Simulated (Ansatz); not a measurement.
Consider the formal exchange of groups at a B–Si bond: `FB(F)[Si](Cl)(Cl)Cl` + `CNNC` → `CNB(F)F` + `CN[Si](Cl)(Cl)Cl`.

Program: Ansatz. Geometries: PBE0-D4/def2-TZVP. ΔE: electronic, gas phase. CCSD(T)/CBS is the MP2 limit (def2-TZVPP, def2-QZVPP) plus CCSD(T) − MP2 in def2-TZVPP, frozen cores. DFT in def2-TZVPP. B3LYP here is the variant with VWN-RPA as its local correlation; programs differ in this. One conformer a species, not always the lowest.

```
             level  ΔE (kJ/mol)
         revPBE-D4       -333.1
            B2PLYP       -367.1
            r2SCAN       -362.3
             B3LYP       -358.1
             BHLYP       -375.6
RPA@PBE/def2-TZVPP       -350.3
     HF/def2-TZVPP       -385.0
     MP2/CBS(def2)       -383.5
```

**Question.** What does CCSD(T)/CBS give? (Estimate.)

**Answer.** Computed: -368.3 kJ/mol. The listed levels differ from it by 35.2, 1.2, 6.0, 10.2, -7.3, 18.0, -16.7, -15.2 kJ/mol.

Largest T1 diagnostic among the species: 0.012.

Leaving LDA and LC-ωPBE aside and taking each functional with its dispersion term where it has one, the values, not all of them listed here, spread over 44.7 kJ/mol, from BHLYP-D4 to revPBE-D4. LDA lies −14.5 kJ/mol from PBE without D4. From PBE to PBE0 (25 % exact exchange), in def2-TZVPP and without D4, ΔE moves by −17.1 kJ/mol. At CCSD(T), def2-SVP lies +8.1 kJ/mol from the extrapolated value and def2-TZVPP +3.0 kJ/mol.
